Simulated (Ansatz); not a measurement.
Basis sets compared for the cluster Ga₉P₉. The state is a singlet with charge 0. Geometry PBE-D4/def2-SVP. Ansatz on 2 threads of AMD EPYC 7R13 on a shared host and a share (18 GiB) of an NVIDIA H100 80GB HBM3; times are rough, and most runs start from earlier orbitals.

Cartesian coordinates in Å:
```
Ga 0.933 2.813 -1.372
Ga -1.490 1.756 -0.345
Ga -3.095 1.141 2.469
Ga 0.984 -2.656 -3.555
Ga 1.607 -0.785 0.376
Ga 0.698 -1.441 2.978
Ga 1.624 -0.079 -2.612
Ga -2.470 -0.875 -0.053
Ga -0.891 -2.695 1.001
P -0.681 0.810 -2.418
P 2.671 -0.092 2.404
P -0.132 2.096 1.674
P -0.904 -1.378 -1.975
P -3.744 1.094 -0.043
P -0.714 -0.040 1.609
P 0.698 -2.583 -0.885
P 2.778 1.017 -0.630
P 2.129 1.895 1.377
```

Single mean-field runs in def2-SVP, def2-TZVP are fitted with def2-universal-jkfit. The restricted singlet is unstable towards broken spin symmetry in Hartree–Fock (as tested in another run); at PBE-D4/def2-TZVP, PBE0-D4/def2-SVP, PBE0-D4/def2-TZVP this wasn't settled. Another isomer (singlet) lies 1.62 eV lower at PBE0-D4/def2-TZVP; other spin states weren't run for this one.

Binding counts from free atoms (Ga doublet, P quartet) in the same basis, without a counterpoise term.

```csv
level,functions,energy (Eh),HOMO (eV),LUMO (eV),binding per atom (eV),wall time
PBE-D4/def2-SVP (with forces),450,-20389.2650,-4.82,-4.13,2.97,11 s
PBE0-D4/def2-SVP,450,-20389.8045,-5.61,-3.71,2.81,13 s
```

**Question.** Estimate the rows for PBE-D4/def2-TZVP, PBE0-D4/def2-TZVP.

**Answer.** 
```
            level  functions  energy (Eh)  HOMO (eV)  LUMO (eV)  binding per atom (eV)  wall time
 PBE-D4/def2-TZVP        765  -20392.5435      -4.79      -4.08                   2.99        8 s
PBE0-D4/def2-TZVP        765  -20393.0700      -5.55      -3.64                   2.85       15 s
```
